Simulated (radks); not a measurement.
Neutral samarium inside a hard spherical wall (all orbitals vanish at R), configuration held at [Xe] 4f6 6s2 and not refilled when levels cross. Calculated with a radial shooting solver on a logarithmic mesh with Libxc functionals: scalar-relativistic Kohn-Sham, PBEsol, spin-unpolarised, spherical densities, finite nucleus; Fermi nuclear charge, rms radius 5.0819 fm. Eigenvalues in eV, with the zero of energy where the potential of the charges vanishes at infinity; a dash marks a level that is unbound or too diffuse for the functional's potential to be trusted. A positive occupied level is held by the wall or, in an anion where self-interaction has pushed it up, behind a barrier. The pressure on the wall is -dE/dV.

| R (bohr) | E (hartree) | kinetic (hartree) | e(5s) | e(5p) | e(6s) | e(4f) | e(5d, empty) | e(6p, empty) | pressure (GPa) |
|---|---|---|---|---|---|---|---|---|---|
| free | -10422.8522 | 11139.102 | -43.293 | -23.248 | -3.601 | -2.511 | -1.701 | -1.192 | 0 |
| 15 | -10422.8521 | 11139.102 | -43.290 | -23.245 | -3.598 | -2.508 | -1.697 | -1.175 | 0.000260 |
| 8 | -10422.8314 | 11139.236 | -42.536 | -22.504 | -2.913 | -1.768 | -1.006 | 0.186 | 0.691 |
| 7 | -10422.8007 | 11139.386 | -41.902 | -21.888 | -2.178 | -1.139 | -0.391 | 1.424 | 2.24 |
| 6 | -10422.7232 | 11139.712 | -40.829 | -20.862 | -0.614 | -0.053 | 0.735 | 3.904 | 7.83 |
| 3.5 | -10420.9314 | 11146.508 | -31.235 | -11.524 | 24.474 | 10.935 | 13.632 | 37.443 | 499 |
| 3 | -10418.8781 | 11154.037 | -24.357 | -4.098 | 47.268 | 19.304 | 24.121 | 64.701 | 1610 |
